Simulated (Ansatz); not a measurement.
`[NH2][Zr]([NH2])([Cl])[Cl]` + HCl → `[NH2][Zr]([Cl])([Cl])[Cl]` + NH₃ at 600 K and 1 bar (ligand exchange at a Zr–N bond).

Calculated with Ansatz (gas phase, PBE0-D4/def2-TZVP geometries, no zero-point term in ΔE). CCSD(T)/CBS adds triple-zeta CCSD(T) − MP2 to the extrapolated MP2 energy (def2 sets, frozen cores). This one scheme is used for every species. Elements past krypton have def2 core potentials. For Zr outer-core shells are correlated without core-valence functions, which leaves a few kJ/mol of doubt a bond. One conformer a species, not always the lowest.

```
                     species  CCSD(T)/CBS energy (Eh)  H − E (kJ/mol)  S (J/(mol·K))
`[NH2][Zr]([NH2])([Cl])[Cl]`              -1078.59924           205.7          499.8
                         HCl               -460.38127            35.4          207.2
 `[NH2][Zr]([Cl])([Cl])[Cl]`              -1482.50761           136.0          496.9
                         NH₃                -56.50880           112.4          219.5
```

H − E and S are ideal-gas, rigid-rotor, harmonic terms from PBE0-D4/def2-TZVP, for one conformer and one mirror image of each species. 1 Eh = 2625.50 kJ/mol, R = 8.31446 J/(mol·K).

**Question.** By hand: ΔE, ΔH, ΔS and ΔG.

**Answer.** ΔE = (-1482.50761) + (-56.50880) − (-1078.59924) − (-460.38127) = -0.03590 Eh = -94.3 kJ/mol. Δ(H − E) = 136.0 + 112.4 − 205.7 − 35.4 = 7.3, so ΔH = -87.0 kJ/mol. ΔS = 496.9 + 219.5 − 499.8 − 207.2 = 9.4 J/(mol·K). ΔG = -87.0 − 600 × (9.4)/1000 = -92.6 kJ/mol.

**Question.** By hand: the equilibrium constant, and the temperature at which ΔG would vanish if ΔH and ΔS stayed fixed.

**Answer.** log₁₀ K = −ΔG/(RT ln 10) = 8.1. ΔH and −TΔS have one sign here, so there is no such temperature.

The number of gas molecules stays the same, so ΔS is small and ΔH decides. A doubt of 5 kJ/mol in ΔE shifts log₁₀ K by 0.4 here. Other conformers and mirror images would add mixing entropy, several J/(mol·K) or more a flexible species. Modes under 60 cm⁻¹, often nearly free rotors, make the harmonic entropy too high. These are equilibria of isolated gas molecules and say nothing of rates. Largest T1 diagnostic: 0.016 (customary marks: 0.02 for closed shells, 0.045 for open ones).

ΔS is within the doubt of such terms, so its sign, and with it that verdict, could turn.
